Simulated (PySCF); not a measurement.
Coordinates in bohr (charge 0 multiplicity 1):
```
Y     0.0000    0.0000   -0.0463
H     3.6087    0.0000    0.9200
H    -1.8044    3.1252    0.9200
H    -1.8043   -3.1252    0.9200
```

Computed with BP86/[Y def2-TZVP with ECP28, H def2-TZVP], scalar-relativistic core potentials, density fitting, no spin–orbit coupling, PySCF.

This geometry of YH3 is a stationary point at this level.

(1) What is the point group?

(2) Is it a minimum?

(3) List the harmonic modes with their infrared intensities.

(4) What are the dipole moment and the gap between the highest occupied and lowest empty levels?

(5) Give the atomic charges and bond orders.

Answers

(1) C3v.

(2) Yes: all harmonic wavenumbers are real.

(3) 
```json
{"symmetry": "a1", "ω (cm⁻¹)": "266", "IR (km/mol, summed over degenerate members)": "565"}
{"symmetry": "e", "ω (cm⁻¹)": "551", "IR (km/mol, summed over degenerate members)": "175"}
{"symmetry": "e", "ω (cm⁻¹)": "1429", "IR (km/mol, summed over degenerate members)": "1406"}
{"symmetry": "a1", "ω (cm⁻¹)": "1493", "IR (km/mol, summed over degenerate members)": "37.5"}
```

(4) 3.79 D and 3.11 eV.

(5) 
```
  atom  Mulliken  Löwdin  polar tensor  Mayer order to Y1
    Y1      0.68    0.47          1.47                  –
H2,3,4     -0.23   -0.16         -0.49               0.94
```

Only a few start shapes were tried, so a lower isomer may exist.
